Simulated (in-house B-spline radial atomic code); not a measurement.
A fraction x of an electron is removed from 3d in the krypton ion Kr⁵⁺, starting from [Ar] 3d10 4s2 4p1 and keeping the highest spin. All numbers are computed (scalar-relativistic (X2C) BP86, spin-polarised, spherical fractional occupations; Fermi nucleus of rms radius 4.1884 fm) with an all-electron radial atomic-structure program (B-spline basis), not measured.

| x | E(x) - E(0) (eV) | 3d down level (eV) |
| --- | --- | --- |
| 0 | 0.0000 | -155.113 |
| 0.03 | 4.6678 | -156.071 |
| 0.23 | ? | ? |
| 0.3 | 47.9772 | -164.764 |
| 0.39 | 62.9376 | -167.694 |
| 0.5 | ? | ? |
| 0.54 | 88.4600 | -172.611 |
| 0.63 | 104.1285 | -175.582 |
| 0.85 | 143.5609 | -182.909 |
| 0.9 | 152.7483 | -184.587 |
| 1 | 171.3753 | -187.957 |

Question: What belongs in the row x = 0.23?

Answer: An energy change of 36.5231 eV; 3d down at -162.496 eV.

Question: What belongs in the row x = 0.5?

Answer: An energy change of 81.5818 eV; 3d down at -171.296 eV.

Question: Check Janak's theorem between x = 0.3 and 0.39.

Answer: The slope of the energy is 166.23 eV; the orbital levels give 166.23 eV (-ε of the emptying orbital, averaged over the two points).
